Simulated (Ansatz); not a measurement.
YCl3. The state is a triplet with charge 0. Geometry PBE-D4/def2-SVP, that of the neutral singlet; atoms count from 1.

```xyz
4

Y     0.001   -0.002   -0.002
Cl   -2.182   -0.068   -1.100
Cl    1.677    1.630   -0.712
Cl    0.504   -1.560    1.813
```

In the def2 sets Y takes a core potential; there is no spin–orbit coupling. At PBE0-D4/def2-TZVP a singlet of charge 0 lies 4.88 eV below the triplet at the same geometry.

(1) Estimate the Mulliken populations from the PBE0/def2-TZVP orbitals of Ansatz.

(2) Where does the spin sit?

(3) And the Mayer bond orders between bonded heavy atoms (over 0.3)?

Results:

(1) 
```tsv
atom	charge (e)	spin (α − β)	d electrons
Y1	0.77	0.96	1.39
Cl2	-0.26	0.35	–
Cl3	-0.26	0.35	–
Cl4	-0.26	0.35	–
```
Mulliken values and Mayer orders depend strongly on the basis.

(2) Summed by element: Y 0.96, Cl 1.04, of 2 unpaired in all. Largest on single atoms: Y1 0.96, Cl4 0.35, Cl3 0.35.

(3) Y1–Cl2 0.76 (2.44 Å); Y1–Cl3 0.76 (2.44 Å); Y1–Cl4 0.76 (2.44 Å).
